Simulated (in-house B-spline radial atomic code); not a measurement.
Configurations of Ga+, with energies counted from [Ar] 3d10 4s2. Method: non-relativistic TPSSh, spin-polarised, spherical fractional occupations, exact exchange averaged over the configuration, point nucleus. Calculated with a B-spline radial code for spherical atoms. Shells without spins written out take the highest spin.

Occupations are held fixed; configurations that lie above the ionisation limit could autoionise.

```
            configuration  E - E(ref) (eV)  highest orbital  its <r> (bohr)
        [Ar] 3d10 4s1 5d1           16.223            5d up            9.74
         [Ar] 3d9 4s2 4p1            21.94            4p up           2.573
         [Ar] 3d9 4s2 5f1           35.055            5f up           14.81
[Ne] 3s2 3p5 3d10 4s2 5s1            109.7            5s up           5.248
[Ne] 3s2 3p5 3d10 4s2 4d1           111.15            4d up           4.604
[Ne] 3s2 3p5 3d10 4s2 4f1           114.24            4f up           8.618
```

**Question.** Order these further configurations by energy, lowest first.
A. [Ar] 3d9 4s2 4d1
B. [Ar] 3d9 4s2 5s1
C. [Ar] 3d9 4s2 5d1
D. [Ar] 3d10 4s1 4f1
E. [Ar] 3d10 4s1 5s1

**Answer.** E (12.202 eV), D (16.471 eV), B (29.337 eV), A (30.769 eV), C (33.508 eV).

**Question.** How far above the reference does [Ar] 3d10 4s1 4d1 lie?

**Answer.** 13.619 eV; its least bound orbital is 4d up with <r> = 4.88 bohr.
